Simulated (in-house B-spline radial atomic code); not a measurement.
Orbital energies and mean radii along the 57-electron series, configuration [Xe] 4f3. The effective charge is n√(-2ε), a non-relativistic measure. Computed with a radial B-spline atomic code at the basis-set limit: non-relativistic Hartree-Fock, average of the configuration, point nuclei.

This level leaves out relativity, spin-orbit splitting included, which matters for heavy ions.

```json
{"ion": "Pr2+", "Z": "59", "energy of 4f (Eh)": "-0.91857", "mean radius of 4f (bohr)": "1.0135", "energy of 5p (Eh)": "-1.4242", "mean radius of 5p (bohr)": "1.8013", "energy of 5s (Eh)": "-2.0965", "mean radius of 5s (bohr)": "1.6092", "energy of 4d (Eh)": "-5.2449", "mean radius of 4d (bohr)": "0.72739", "effective charge of 4f": "5.4216"}
{"ion": "Nd3+", "Z": "60", "energy of 4f (Eh)": "-1.6484", "mean radius of 4f (bohr)": "0.8987", "energy of 5p (Eh)": "-1.9555", "mean radius of 5p (bohr)": "1.6865", "energy of 5s (Eh)": "-2.6848", "mean radius of 5s (bohr)": "1.5277", "energy of 4d (Eh)": "-6.1973", "mean radius of 4d (bohr)": "0.70273", "effective charge of 4f": "7.2629"}
{"ion": "Pm4+", "Z": "61", "energy of 4f (Eh)": "-2.4721", "mean radius of 4f (bohr)": "0.82178", "energy of 5p (Eh)": "-2.5439", "mean radius of 5p (bohr)": "1.5873", "energy of 5s (Eh)": "-3.3314", "mean radius of 5s (bohr)": "1.4536", "energy of 4d (Eh)": "-7.2461", "mean radius of 4d (bohr)": "0.67927", "effective charge of 4f": "8.8942"}
{"ion": "Sm5+", "Z": "62", "energy of 4f (Eh)": "-3.3811", "mean radius of 4f (bohr)": "0.76353", "energy of 5p (Eh)": "-3.1843", "mean radius of 5p (bohr)": "1.5013", "energy of 5s (Eh)": "-4.0305", "mean radius of 5s (bohr)": "1.387", "energy of 4d (Eh)": "-8.3798", "mean radius of 4d (bohr)": "0.65714", "effective charge of 4f": "10.402"}
```

Problem. How does the screening of 4f change?

Solution. Z less the effective charge goes from 53.58 at Z = 59 to 51.60 at Z = 62.
